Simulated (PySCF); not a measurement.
Run record: excited-state job, `[SeH]CC1CCC1`.

Computed with TDDFT CAM-B3LYP/def2-SVPD, vertical, gas phase, core orbitals frozen in the response (PySCF 2.14.0, density-fitted response routines). Geometry: GFN2-xTB. The command runs a driver script over a list of jobs; the input below is this job's line of settings and its coordinates in Å.

Command:
```bash
OMP_NUM_THREADS=1 python probes_run.py task.json out
```

Input:
```
{"job": {"kind": "uv", "xc": "CAM-B3LYP", "basis": "def2-SVPD", "nstates": 8, "ntriplets": 3}, "charge": 0, "multiplicity": 1}
Se     2.902889    -0.722293     0.557349
C      1.382333     0.534470     0.672384
C      0.238923     0.156558    -0.242371
C     -0.507257    -1.131438     0.148776
C     -1.766638    -0.310415     0.465703
C     -1.049114     0.968235     0.007032
H      3.174918    -0.470698    -0.840846
H      1.074984     0.498948     1.719486
H      1.766872     1.531671     0.448246
H      0.577826     0.174624    -1.280924
H     -0.628185    -1.839939    -0.667301
H     -0.069598    -1.651469     0.999595
H     -2.640843    -0.574444    -0.124809
H     -2.045915    -0.310694     1.517022
H     -1.466192     1.416073    -0.892123
H     -0.952603     1.739755     0.768853
```

**Question.** Give the output.

**Answer.** 
```
coarse grid: 57952 points
cycle   1  E = -2597.6265519054  dE = -1.401e-01  |g| = 2.936e-01  |ddm| = 6.420e+00
cycle   2  E = -2597.6416023372  dE = -1.505e-02  |g| = 2.014e-01  |ddm| = 1.149e+00
cycle   3  E = -2597.6513262527  dE = -9.724e-03  |g| = 4.797e-02  |ddm| = 4.036e-01
cycle   4  E = -2597.6518921769  dE = -5.659e-04  |g| = 1.048e-02  |ddm| = 1.311e-01
cycle   5  E = -2597.6519219680  dE = -2.979e-05  |g| = 2.239e-03  |ddm| = 2.512e-02
cycle   6  E = -2597.6519235720  dE = -1.604e-06  |g| = 7.115e-04  |ddm| = 7.244e-03
final grid: 122840 points
cycle   7  E = -2597.6518763959  dE = -1.885e-07  |g| = 6.006e-04  |ddm| = 1.217e-02
cycle   8  E = -2597.6518764143  dE = -1.841e-08  |g| = 5.680e-04  |ddm| = 2.666e-03
cycle   9  E = -2597.6518764887  dE = -7.447e-08  |g| = 2.888e-05  |ddm| = 1.097e-03
cycle  10  E = -2597.6518764891  dE = -4.188e-10  |g| = 2.090e-05  |ddm| = 1.440e-04
converged SCF energy = -2597.6518764891

Static polarisability (au): isotropic 85.613, principal 73.291 79.517 104.031

Singlet excitations
state   eV       nm        f      main configurations
  1   4.9053    252.8   0.00159   H->L 0.79
  2   5.5489    223.4   0.03857   H->L+1 0.92
  3   6.5600    189.0   0.00693   H->L+2 0.86
  4   6.8924    179.9   0.05340   H->L+4 0.61, H->L 0.11, H->L+5 0.11
  5   7.1460    173.5   0.02357   H->L+3 0.63, H->L+6 0.09
  6   7.4309    166.8   0.04380   H-1->L 0.60, H-1->L+1 0.10
  7   7.5660    163.9   0.06979   H->L+8 0.45, H->L+6 0.22, H-1->L 0.09
  8   7.7734    159.5   0.02019   H->L+5 0.22, H->L+4 0.17, H->L+6 0.15

Triplet excitations (Tamm-Dancoff, eV): 4.4752 5.1136 6.4408
```

The SCF starts on a coarse grid where the log names one; the energy can jump when the final grid takes over, and dE then counts from the start density on the new grid. H and L stand for HOMO and LUMO; the number after each pair is its weight.

**Question.** Give the mean polarisability as a volume in Å³, and the ratio of the largest to the smallest principal value.

**Answer.** 85.613 au × 0.148185 = 12.69 Å³; 104.031/73.291 = 1.42.

**Question.** Which computed singlet has the largest oscillator strength, and what do all of them sum to?

**Answer.** State 7 at 7.57 eV (164 nm), f = 0.070; the 8 states sum to 0.258.

Summary of the converged run: HOMO -7.75 eV, LUMO 0.84 eV; lowest singlet 4.91 eV; lowest triplet 4.48 eV (Tamm–Dancoff); mean polarisability 85.6 au.

 The CAM-B3LYP/def2-SVPD calculation is non-relativistic and has no spin–orbit coupling, an omission that weighs most on selenium.

Hardware: Intel Xeon at 2.70 GHz, one thread, no GPU, shared host with 64 logical CPUs at a one-minute load of 46. Cost: 82 s wall, 1.0 GiB resident at most.

One conformer stands for the species.
Labels such as C1 count atoms from 1, the log's own numbers from 0.
